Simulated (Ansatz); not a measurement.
Geometry optimisation, Ansatz 0.2.0, RHF/def2-SVP.

Input:

```yaml
crystal:
  periodic: [false, false, false]
  atoms:
    - { symbol: Zn, position_ang: [-0.4392, -0.4095, -0.5515] }
    - { symbol: F, position_ang: [0.8998, 0.1803, 0.9934] }
    - { symbol: Cl, position_ang: [-0.1847, -2.3842, -1.1633] }
    - { symbol: H, position_ang: [0.2144, 1.1091, 0.6416] }
    - { symbol: H, position_ang: [-0.4903, 1.5043, 0.0798] }
basis:
  gaussian: { orbitals: def2-SVP }
hamiltonian:
  xc: hf
relax:
  f_tol: 0.15
  max_steps: 25
  restrain:
    - { distance: [0, 4], at: 1.53, k: 30.0 }
    - { distance: [3, 1], at: 0.88, k: 30.0 }
    - { distance: [0, 1], at: 3.09, k: 30.0 }
    - { distance: [3, 4], at: 1.92, k: 30.0 }
```

Command:

```bash
$ ansatz run input.yaml --threads 1 --pin off --max-ram 2048MiB --backend cpu --events-out ev --progress --plain --runs-dir out
```

Problem. Where does it end, and by what steps?

Solution. The forces met the threshold. The restraints hold the end off the free minimum. After 9 steps the energy has fallen by 1.447 eV (the restraints' own energy left out); F2 moved furthest, 0.71 Å. Parted: Zn1–F2. Joined: Zn1–H5, F2–H4.

| step | energy less start (eV) | largest force component (eV/Å) | accepted |
| --- | --- | --- | --- |
| 0 | 0.0000 | 2.011 | yes |
| 1 | -0.4654 | 2.823 | yes |
| 2 | -1.1621 | 1.366 | yes |
| 3 | -1.2386 | 2.484 | yes |
| 4 | -1.3405 | 0.412 | yes |
| 5 | -1.1035 | 3.939 | no |
| 6 | -1.3969 | 0.408 | yes |
| 7 | -1.4320 | 0.387 | yes |
| 8 | -1.4296 | 0.418 | no |
| 9 | -1.4468 | 0.338 | yes |

```xyz
5
Properties=species:S:1:pos:R:3
Zn -0.639 -0.398 -0.784
F 1.192 0.606 1.486
Cl -0.445 -2.425 -1.438
H 0.628 1.149 1.045
H -0.737 1.067 -0.309
```

Whether the end is a true minimum wasn't checked by a vibrational analysis.

The run took 11 s on 1 CPU thread of a shared host.
